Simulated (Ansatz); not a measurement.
Relaxation of CH3NOSe (7 atoms, charge 0, multiplicity 1), to a largest force component of 0.015 eV/Å in at most 40 steps.

The calculation used RKS PBE0-D4/def2-SVP (Ansatz).

```xyz
7
Properties=species:S:1:pos:R:3
N -0.221 -1.166 -0.094
C 0.174 -0.027 0.218
O 1.023 0.194 1.210
Se -0.240 1.714 -0.545
H -0.868 -1.261 -0.863
H 1.207 1.142 1.288
H -1.136 1.189 -1.558
```

Where does it end, and by what steps?

The run converged. After 15 steps the energy has fallen by 0.099 eV; Se4 moved furthest, 0.44 Å.

```tsv
step	energy less start (eV)	largest force component (eV/Å)	accepted
0	0.0000	0.764	yes
1	-0.0513	0.529	yes
2	-0.0657	0.341	yes
3	-0.0698	0.165	yes
4	-0.0688	0.559	no
5	-0.0722	0.180	yes
6	-0.0759	0.137	yes
7	-0.0902	0.112	yes
8	-0.0971	0.035	yes
9	-0.0953	0.308	no
10	-0.0975	0.057	yes
11	-0.0977	0.114	yes
12	-0.0979	0.111	yes
13	-0.0986	0.019	yes
14	-0.0986	0.019	yes
15	-0.0986	0.011	yes
```

```xyz
7
Properties=species:S:1:pos:R:3
N -0.179 -1.175 -0.107
C 0.125 -0.016 0.257
O 1.035 0.186 1.216
Se -0.647 1.681 -0.369
H -0.954 -1.194 -0.764
H 1.355 1.096 1.174
H -0.798 1.206 -1.751
```

Whether the end is a true minimum wasn't checked by a vibrational analysis.

Run time: 75 s on 1 CPU thread of a shared host.
